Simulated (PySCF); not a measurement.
CH₄ClGa, SMILES [GaH]([Cl])[CH3]. Coordinates come from a B3LYP-D3(BJ)/def2-SVP optimisation.

Question: Give the equilibrium geometry at B3LYP-D3(BJ)/def2-SVP (PySCF confirms it by a frequency run) as a Z-matrix. (Estimate from the structure and the level; the computed values follow.)

Answer: 
```
C
H 1 1.0998
H 1 1.1003 2 109.81
H 1 1.1031 2 108.01 3 -117.75
Ga 1 1.9653 2 110.43 4 -118.75
H 5 1.5655 1 130.51 2 -149.93
Cl 5 2.1804 6 113.86 1 179.07
```
Charge 0, spin multiplicity 1.
